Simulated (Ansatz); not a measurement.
C₄H₇In (`C#[C][In]([CH3])[CH3]`). Charge 0, multiplicity 1. In: def2 effective core potential.

```xyz
12

C     0.817    1.203    2.842
C     0.506    0.746    1.764
In   -0.036   -0.052   -0.121
C    -0.608    1.394   -1.598
C     0.069   -2.188   -0.277
H     1.090    1.605    3.791
H    -1.501    1.922   -1.257
H    -0.815    0.934   -2.564
H     0.189    2.131   -1.713
H    -0.512   -2.641    0.528
H     1.106   -2.508   -0.159
H    -0.305   -2.547   -1.236
```

(1) What are the harmonic wavenumbers in cm⁻¹ at PBE0-D4/def2-TZVP (Ansatz, finite differences of forces, unscaled)? (An estimate is asked.)

(2) Is this a minimum?

(3) Give the ideal-gas thermochemistry at 298.15 K and 1 bar (rigid rotor, harmonic oscillator; point group C2, symmetry number 2).

Answers

(1) Computed: 24, 30, 78, 100, 108, 194, 248, 409, 498, 527, 631, 692, 707, 713, 728, 747, 1195, 1197, 1445, 1449, 1451, 1452, 2109, 3059, 3060, 3144, 3144, 3164, 3164, 3456.

(2) Yes, all 30 modes are real.

(3) Zero-point energy 232.8 kJ/mol; H(298) − E = 259.9 kJ/mol; entropy 412.0 J/(mol·K), of which translation 172.9, rotation 109.8, vibration 129.3; G(298) − E = 137.0 kJ/mol. Modes under 100 cm⁻¹ are hindered rotations or soft bends, so the harmonic entropy is rough.
